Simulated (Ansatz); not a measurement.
Cost and result for the atomization energy of C2H2ClIO (`ClC1(I)CO1`) (7 atoms, 7 bonds).

Cartesian coordinates in Å:
```
Cl -1.127 1.647 0.759
C -0.405 0.091 0.421
I -0.218 -1.124 2.157
C 0.537 -0.055 -0.677
O -0.819 -0.536 -0.722
H 0.734 0.804 -1.311
H 1.298 -0.827 -0.627
```

The species carries charge 0 and has multiplicity 1. Correlated methods include outer-core shells of I, which these sets cover unevenly. I: def2 effective core potential. All single points use the PBE0-D4/def2-TZVP geometry. Program: Ansatz. All runs use 4 threads of an Arm Neoverse V1 on a shared host. Times are those of one run each, without the atoms' runs, and a repeat can differ threefold. Electronic energies, without spin–orbit coupling; frozen cores. CCSD(T)/CBS adds CCSD(T) − MP2 in def2-TZVPP to the MP2 limit, and its time is that of the two runs behind it. T1 = 0.011. With those shells the extrapolation isn't a true limit.

CCSD(T)/CBS is a level of theory with its own doubt, some kJ/mol a heavy atom from the limit and from the frozen cores, so smaller differences don't rank the functionals.

| level | functions | wall time |
| --- | --- | --- |
| revPBE-D4/def2-TZVPP | 213 | 1.9 s |
| PBE0-D4/def2-TZVPP | 213 | 3 s |
| CAM-B3LYP-D4/def2-TZVPP | 213 | 3.3 s |
| r2SCANh-D4/def2-TZVPP | 213 | 5.5 s |
| PBE-QIDH/def2-TZVPP | 213 | 5.5 s |
| B2PLYP/def2-TZVPP | 213 | 5.5 s |
| CCSD(T)/def2-SVP | 96 | 6 s |
| ωB97X-V/def2-TZVPP | 213 | 7.5 s |
| B97M-V/def2-TZVPP | 213 | 8 s |
| ωB97M-V/def2-TZVPP (with forces) | 213 | 11 s |
| MP2/def2-QZVPP | 383 | 16 s |
| CCSD(T)/def2-TZVPP | 213 | 2.5 min |
| CCSD(T)/CBS(def2) | – | 2.8 min |

**Question.** What atomization energy does each give, and how far from CCSD(T)/CBS? (An estimate is asked.)

**Answer.** The calculation gave: 
```
                           level  atomization (kJ/mol)  difference from CCSD(T)/CBS  per bond
            revPBE-D4/def2-TZVPP                2492.3                         45.1       6.4
              PBE0-D4/def2-TZVPP                2484.2                         37.0       5.3
         CAM-B3LYP-D4/def2-TZVPP                2426.3                        -20.9      -3.0
           r2SCANh-D4/def2-TZVPP                2437.9                         -9.3      -1.3
             PBE-QIDH/def2-TZVPP                2443.7                         -3.5      -0.5
               B2PLYP/def2-TZVPP                2400.8                        -46.4      -6.6
                CCSD(T)/def2-SVP                2274.4                       -172.8     -24.7
              ωB97X-V/def2-TZVPP                2449.9                          2.7       0.4
               B97M-V/def2-TZVPP                2451.4                          4.2       0.6
ωB97M-V/def2-TZVPP (with forces)                2446.7                         -0.5      -0.1
                  MP2/def2-QZVPP                2525.1                         77.9      11.1
              CCSD(T)/def2-TZVPP                2359.6                        -87.6     -12.5
               CCSD(T)/CBS(def2)                2447.2                          0.0       0.0
```

Leaving LDA and LC-ωPBE aside and taking each functional with its dispersion term where it has one, the values, not all of them listed here, spread over 294.3 kJ/mol, from BHLYP-D4 to PBE-D4. LDA lies +411.1 kJ/mol from PBE without D4, its usual overbinding. From PBE to PBE0 (25 % exact exchange), in def2-TZVPP and without D4, the atomization energy moves by −94.5 kJ/mol: exact exchange takes away binding that semilocal exchange gives to molecules. The D4 term adds +33.8 kJ/mol with B3LYP and +17.3 kJ/mol with PBE0; it sums over pairs of atoms, weighted by their polarisabilities, and B3LYP, whose exchange is more repulsive, gets the larger term.

B3LYP here is the variant with VWN-RPA as its local correlation; programs differ in this.

Spin–orbit coupling would lower the free I atoms strongly, and the atomization energy with them, by more than many differences here.
